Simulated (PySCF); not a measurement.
Computed IR spectrum (relative IR intensity) of a molecule C5F7, multiplicity 2. Geometry optimised at PBE0-D3(BJ)/def2-SVP. One conformer was computed; it need not be the lowest. These are PySCF with PBE0-D3(BJ)/def2-SVP values and carry that method's errors. Harmonic, unscaled wavenumbers; measured fundamentals usually lie a few per cent lower.

```tsv
ν (cm⁻¹)	relative intensity
435	2.1
605	5.4
1009	70
1066	75
1151	4.3
1169	100
1206	15
1371	72
1464	68
1505	34
1851	32
```

Task: Which structure fits?
A) FC1=[C]C(F)(F)C(F)(F)C1(F)F
B) F[C]1C(F)(F)C(F)=C(F)C1(F)F
C) F[C]1C(F)=C(F)C(F)(F)C1(F)F

Result: B, F[C]1C(F)(F)C(F)=C(F)C1(F)F
